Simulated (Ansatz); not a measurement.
Consider the cleavage of the Si–B bond: `[SiH3]B[CH2][SnH3]` + `[OH][Ga]([OH])[OH]` → `[OH][Ga]([OH])[O][SiH3]` + `B[CH2][SnH3]`.

Isolated molecules relaxed with PBE0-D4/def2-TZVP in Ansatz; ΔE leaves out vibrations. CCSD(T)/CBS adds triple-zeta CCSD(T) − MP2 to the extrapolated MP2 energy (def2 sets, frozen cores). Functionals use def2-TZVPP. B3LYP here is the variant with VWN-RPA as its local correlation; programs differ in this. def2 core potentials past Kr. For Ga, Sn outer-core shells are correlated without core-valence functions, which leaves a few kJ/mol of doubt a bond. Scalar relativity is left out up to krypton. Each species was taken in one conformer, which may not be the lowest.

`[SiH3]B[CH2][SnH3]`:

```xyz
13

Si    1.678    0.572   -1.111
B     0.622    0.603    0.607
C     0.052   -0.653    1.224
Sn   -1.855   -0.421    0.114
H     1.330    1.684   -2.040
H     3.131    0.703   -0.790
H     1.506   -0.710   -1.858
H     0.386    1.661    1.128
H    -0.268   -0.650    2.266
H     0.406   -1.632    0.900
H    -1.826    0.884   -0.984
H    -3.068   -0.165    1.280
H    -2.093   -1.876   -0.736
```

`[OH][Ga]([OH])[OH]`:

Z-matrix (Å, degrees):
```
Ga
O 1 1.774
O 1 1.774 2 120.0
O 1 1.774 2 120.0 3 -179.9
H 2 0.960 1 113.2 3 -0.0
H 3 0.960 1 113.2 2 -180.0
H 4 0.960 1 113.2 2 -0.0
```

`[OH][Ga]([OH])[O][SiH3]`:

Cartesian coordinates in Å:
```
O 0.436 0.935 1.995
Ga -0.618 0.838 0.578
O -2.065 1.850 0.442
O -0.211 -0.291 -0.717
Si 0.950 -1.392 -1.055
H 0.139 1.574 2.648
H -2.552 1.704 -0.373
H 0.657 -1.979 -2.388
H 2.297 -0.759 -1.090
H 0.967 -2.480 -0.040
```

`B[CH2][SnH3]`:

```xyz
10

B     1.181   -0.424   -0.831
C    -0.324   -0.336   -0.962
Sn   -0.616    0.464    1.074
H     1.872    0.520   -1.099
H     1.696   -1.403   -0.367
H    -0.913   -1.252   -0.958
H    -0.759    0.433   -1.599
H    -1.383    1.977    0.913
H     0.853    0.660    1.919
H    -1.607   -0.641    1.911
```

```
        level  ΔE (kJ/mol)  difference from CCSD(T)/CBS
    r2SCAN-D4       -104.6                          3.6
      PBE0-D4        -94.8                         13.4
     B3LYP-D4       -111.1                         -2.9
      ωB97X-V       -109.4                         -1.2
      ωB97M-V       -111.0                         -2.8
       B2PLYP       -117.2                         -9.0
          PBE        -87.1                         21.1
        B3LYP       -115.1                         -6.9
 HF/CBS(def2)       -149.1                        -40.9
MP2/CBS(def2)       -113.5                         -5.3
  CCSD(T)/CBS       -108.2                            0
```

Largest T1 diagnostic among the species: 0.014.

In def2-TZVPP, CCSD(T) changes the Hartree–Fock value by +36.6 kJ/mol (the triples alone add +5.0 kJ/mol) and MP2 by +31.2 kJ/mol. The D4 term adds +3.9 kJ/mol with B3LYP and +2.2 kJ/mol with PBE0; it sums over pairs of atoms, weighted by their polarisabilities, and B3LYP, whose exchange is more repulsive, gets the larger term. From PBE to PBE0 (25 % exact exchange), in def2-TZVPP and without D4, ΔE moves by −9.9 kJ/mol.
